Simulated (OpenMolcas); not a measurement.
Rh I.

```json
{
 "Program": "OpenMolcas 26.06",
 "Basis": "ANO-RCC-VTZP [7s6p4d2f1g]",
 "Scalar Hamiltonian": "DKH2, point nucleus",
 "Active space": "9 electrons in 9 orbitals (RAS2 4d 5s; RAS3 5p, at most 2 electrons)",
 "State averaging": "2S+1 = 4 even, 20 roots; 2S+1 = 2 even, 64 roots kept (CI in the orbitals of an earlier block); 2S+1 = 4 odd, 45 roots; 2S+1 = 6 odd, 22 roots kept (CI in the orbitals of an earlier block); 2S+1 = 2 odd, 21 roots kept (CI in the orbitals of an earlier block)",
 "Spin-orbit coupling": "RASSI with atomic mean-field integrals over the reference wave functions, term energies averaged over their components"
}
```

Two sets of levels on these reference wave functions, in eV above 4d8 5s 4F 9/2: one from RASSCF and one from MS-RASPT2, IPEA 0.25 Eh, imaginary shift 0.1 Eh (closed shells correlated: 4s 4p).

| Level | Set 1 | Set 2 |
| --- | --- | --- |
| 4d8 5s 4F 9/2 | 0.0000 | 0.0000 |
| 4d8 5s 4F 7/2 | 0.1878 | 0.1938 |
| 4d8 5s 4F 5/2 | 0.367 | 0.363 |
| 4d8 5s 4F 3/2 | 0.492 | 0.469 |
| 4d7 5s2 4F 9/2 | 1.379 | 0.742 |
| 4d8 5s 2F 7/2 | 0.699 | 0.823 |
| 4d7 5s2 4F 7/2 | 1.616 | 0.980 |
| 4d8 5s 2F 5/2 [74 %] | 0.972 | 1.078 |
| 4d7 5s2 4F 5/2 | 1.779 | 1.143 |
| 4d7 5s2 4F 3/2 | 1.875 | 1.227 |
| 4d8 5s 4P 1/2 | 1.422 | 1.897 |
| 4d8 5s 2P 1/2 | 1.637 | 2.076 |
| 4d8 5s 2G 9/2 [73 %] | 1.842 | 2.234 |
| 4d8 5s 2G 7/2 [72 %] | 1.849 | 2.328 |
| 4d7 5s2 4P 5/2 | 2.738 | 2.472 |
| 4d7 5s2 4P 3/2 | 2.793 | 2.596 |

Problem. Which set is which?

Solution. Set 1 is MS-RASPT2. Its levels of the other terms of 4d8 5s lie at 0.75 to 0.90 of the other set's values, as expected, since terms of lower spin or lower L gain more correlation energy than the Hund ground term. Against 5 measured levels (NIST Handbook of Basic Atomic Spectroscopic Data) the mean absolute deviation is 190 cm-1 with it and 510 cm-1 without; single levels miss by up to 500 cm-1 with it.

Term energies are means over components that CASPT2 splits; among the terms shown or strongly mixed into the levels shown the widest spread is 1800 cm-1 (4d8 5s 4F, MS-RASPT2). Over all roots computed the reference weight is 0.77 to 0.90 in MS-RASPT2; the roots of lowest weight are the least certain, and an intruder state may touch them. Terms from blocks run as CI alone lack orbitals of their own. Configurations are named by rounded mean occupations; where the s occupation lies near a half they are strongly mixed, a name can repeat and a true partner stay unpaired. A single d shell beside an s shell can misplace configurations of different d count against each other. Without dynamic correlation excited terms often stand tens of per cent too high (terms of higher spin than the ground term too low), and those without a measured partner can miss by more than the paired ones (holds for RASSCF). The lowest computed level is not the ground level that NIST lists (4F9/2) (holds for MS-RASPT2). The CASPT2 spread within a term exceeds the gap to the next term for 4d8 5s 2P and 4d7 5s2 4F, 4d7 5s2 4F and 4d8 5s 2G, so the order of their levels is uncertain, and so are names and mixing where such terms share a J (holds for MS-RASPT2). Measured partners are found by configuration, term and J. A level has none where our copy of the source lacks it or the pairing is in doubt (some pairs that miss far off the trend of their configuration count as doubtful), and it then counts in no deviation. Levels of configurations outside the active space are missing. Levels that lie high or do not pair safely by name in every column are left out.

A share in square brackets marks a mixed level and gives the weight of the term that names it, the lowest over the columns.
